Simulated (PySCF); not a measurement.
**UHF on Ti¹⁶⁺ (titanium, charge +16)**

Configuration: [He] 2s2 2p2, high-spin 3P determinant. Computed with PySCF 2.14 in an even-tempered Gaussian basis (18 s from 2.7 bohr⁻², ratio 2.2; 11 p from 3.5 bohr⁻², ratio 2.2; 6 d from 16 bohr⁻², ratio 2.4; 5 f from 24 bohr⁻², ratio 2.4; 5 g from 36 bohr⁻², ratio 2.4), with no relativity, point nucleus.

| Property | Result |
| --- | --- |
| Total energy | -657.346123 hartree |
| One-electron energy | -722.8448 hartree |
| Hartree (Coulomb) energy | 88.5245 hartree |
| Exchange energy | -23.0258 hartree |
| Kinetic energy | 657.34630 hartree |
| ⟨S²⟩ | 2.0004 |
| ⟨L²⟩ | 2.001 |
| Sum of ⟨r⟩ | 1.263 bohr |
| Sum of ⟨r²⟩ | 0.3894 bohr² |
| Traceless quadrupole moment −½Σ⟨3z² − r²⟩ along its main axis | 0.0326 e·bohr² |
| Density at the nucleus (Gaussians lack the cusp) | 7130 bohr⁻³ |
| Spin density at the nucleus | 0.261 bohr⁻³ |

```tsv
shell	electrons	mean orbital energy (eV)	rms radius, mean of both spins (bohr)
1s α	1	-5756.8	0.0806
1s β	1	-5741.3	0.0806
2s α	1	-1190.4	0.327
2s β	1	-1157.1	0.327
2p α	2	-1129.7	0.285
```

Spin-orbit constants ζ (cm⁻¹) from the X2C one-electron operator on these orbitals (non-relativistic here): bare nucleus, nucleus screened by l(l+1)(2l+1)/3 electrons, and screened by the Breit-Pauli mean field of the electrons.

```csv
shell,bare,screened nucleus,mean field
2p,40050,36410,35200
```

To first order the Landé constant is A = 17600 cm⁻¹, so the lowest level has J = 0 and lies 4.36 eV below the centre of the term. This holds in LS coupling only.
